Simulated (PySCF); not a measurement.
# One molecule, several mistakes: BClGe2H5 cation

These are calculations, not measurements. The program is PySCF 2.14.0, an open-source quantum chemistry code, run on an isolated molecule that a program drew, which may never have been made. The molecule is BClGe2H5 cation (charge +1, singlet), drawn as the SMILES string `Cl[B]([GeH2+])[GeH3]`.

Each row is a Hartree-Fock (HF) and frozen-core CCSD(T) single point in the cc-pV(D+d)Z basis, meant for a local HF minimum. Run 1 is clean. Each other run has one planted mistake out of seven kinds, and not every kind appears here: one electron removed, one electron added, multiplicity raised by two, geometry at a saddle point, minimal basis STO-3G, one bond length entered in bohr, all coordinates scaled. The reference is restricted for singlets and unrestricted otherwise, and also for a bond in bohr. Adding or removing an electron swaps singlet and doublet. Electrons count all cores. HOMO and LUMO are orbital energies over both spins, the gradient is its largest component, and the lowest frequency (negative if imaginary) is given only where the gradient is small. Bond lengths are over the 8 bonds as drawn. T1 is the CCSD diagnostic: over 0.02 (restricted) or 0.045 (unrestricted) a single reference is doubtful. Germanium has the cc-pVDZ-PP basis, with a core potential (ECP10MDF) in place of its 10 inner electrons, and its 3s, 3p and 3d shells are frozen in CCSD(T).

Geometry of the clean run:
```xyz
9
BClGe2H5 cation, angstrom
Cl   -2.3652   -0.0387   -0.4686
B    -0.7567    0.2223    0.1139
Ge    0.3047    1.7044   -0.9523
Ge    0.1129   -0.8199    1.7399
H     0.3194    3.1733   -0.5596
H     1.1833    1.4050   -2.1567
H     0.1051   -2.2930    1.3587
H    -0.7517   -0.5164    2.9549
H     1.5382   -0.2994    1.9263
```

| run | electrons | basis functions | <S^2> | HOMO (eV) | LUMO (eV) | gradient (hartree/bohr) | lowest frequency (cm^-1) | mean bond (Å) | longest bond (Å) | T1 | HF (hartree) | CCSD(T) (hartree) | mistake |
|---|---|---|---|---|---|---|---|---|---|---|---|---|---|
| 1 | 90 | 108 | 0.000 | -14.91 | -5.62 | 1.6e-05 | 37 | 1.6967 | 2.118 | 0.0168 | -1073.58428 | -1074.04813 | no fault |
| 2 | 90 | 108 | 2.028 | -12.59 | -7.70 | 5.8e-02 | - | 1.6967 | 2.118 | 0.0218 | -1073.49753 | -1073.96353 | multiplicity raised by two |
| 3 | 90 | 108 | 0.901 | -13.19 | -5.61 | 7.9e-03 | - | 1.8660 | 2.876 | 0.0328 | -1073.48636 | -1073.93525 | one bond length entered in bohr |
| 4 | 89 | 108 | 0.772 | -21.75 | -12.84 | 6.8e-02 | - | 1.6967 | 2.118 | 0.0250 | -1073.07437 | -1073.52786 | one electron removed |
| 5 | 90 | 108 | 0.000 | -14.92 | -5.54 | 1.1e-01 | - | 1.5610 | 1.949 | 0.0153 | -1073.52362 | -1073.98376 | ? |

**Which mistake was planted in run 5, and what did it cost?**

The mean and the longest bond both change by the same factor, 0.920, and the gradient is no longer small. So the mistake is: all coordinates scaled. Subtracting run 1 and multiplying by 627.51 kcal/mol a hartree, the energy moved by 38.1 kcal/mol in HF and 40.4 kcal/mol in CCSD(T).

